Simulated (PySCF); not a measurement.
## SMILES [SiH3]c1ccc2cccc-2cc1, C$_{10}$H$_{10}$Si

Molfile (atoms numbered from 1):
```
C10H10Si
     RDKit          3D

 21 22  0  0  0  0  0  0  0  0999 V2000
    3.6698    0.1926   -0.4455 Si  0  0  0  0  0  4  0  0  0  0  0  0
    1.7900    0.1313   -0.2524 C   0  0  0  0  0  0  0  0  0  0  0  0
    1.2826   -1.0465    0.3240 C   0  0  0  0  0  0  0  0  0  0  0  0
   -0.0353   -1.4130    0.5937 C   0  0  0  0  0  0  0  0  0  0  0  0
   -1.2114   -0.7050    0.3631 C   0  0  0  0  0  0  0  0  0  0  0  0
   -2.5104   -1.1388    0.6624 C   0  0  0  0  0  0  0  0  0  0  0  0
   -3.4126   -0.1333    0.2751 C   0  0  0  0  0  0  0  0  0  0  0  0
   -2.7144    0.9511   -0.2731 C   0  0  0  0  0  0  0  0  0  0  0  0
   -1.3414    0.6520   -0.2443 C   0  0  0  0  0  0  0  0  0  0  0  0
   -0.3155    1.4713   -0.6969 C   0  0  0  0  0  0  0  0  0  0  0  0
    1.0644    1.2440   -0.7011 C   0  0  0  0  0  0  0  0  0  0  0  0
    4.3328   -0.0545    0.8719 H   0  0  0  0  0  0  0  0  0  0  0  0
    4.1301   -0.8690   -1.3936 H   0  0  0  0  0  0  0  0  0  0  0  0
    4.0814    1.5297   -0.9679 H   0  0  0  0  0  0  0  0  0  0  0  0
    2.0260   -1.7995    0.6106 H   0  0  0  0  0  0  0  0  0  0  0  0
   -0.1686   -2.3988    1.0534 H   0  0  0  0  0  0  0  0  0  0  0  0
   -2.7642   -2.0957    1.1180 H   0  0  0  0  0  0  0  0  0  0  0  0
   -4.4971   -0.1893    0.3854 H   0  0  0  0  0  0  0  0  0  0  0  0
   -3.1479    1.8734   -0.6589 H   0  0  0  0  0  0  0  0  0  0  0  0
   -0.6364    2.4345   -1.1096 H   0  0  0  0  0  0  0  0  0  0  0  0
    1.6562    2.0647   -1.1193 H   0  0  0  0  0  0  0  0  0  0  0  0
  1  2  1  0
  2  3  2  0
  3  4  1  0
  4  5  2  0
  5  6  1  0
  6  7  2  0
  7  8  1  0
  8  9  2  0
  9 10  1  0
 10 11  2  0
 11  2  1  0
  9  5  1  0
  1 12  1  0
  1 13  1  0
  1 14  1  0
  3 15  1  0
  4 16  1  0
  6 17  1  0
  7 18  1  0
  8 19  1  0
 10 20  1  0
 11 21  1  0
M  END
```

Computed, not measured: quadratic response CAM-B3LYP/def2-SVPD first hyperpolarisability, Taylor convention, gas phase (PySCF). Geometry: PBE0-D3(BJ)/def2-SVP.

Problem. Give the tensor of the second harmonic β(−2ω;ω,ω) at 1907 nm in the axes of these coordinates.

Solution. In au, Taylor convention; rows are the first index (the induced dipole):
```
       xx    yy     zz     xy     xz    yz
x  -720.9  +1.6  -25.8  -56.2  +77.7  -5.7
y   -51.0  -5.1   +3.1  -11.0   +0.1  +7.6
z   +75.5  +6.4   +1.1   +0.5  -27.4  +3.5
```
Norm of βᵢ = ⅓ Σⱼ (βᵢⱼⱼ + βⱼᵢⱼ + βⱼⱼᵢ): 761.5 au, hyper-Rayleigh value 309.8 au.
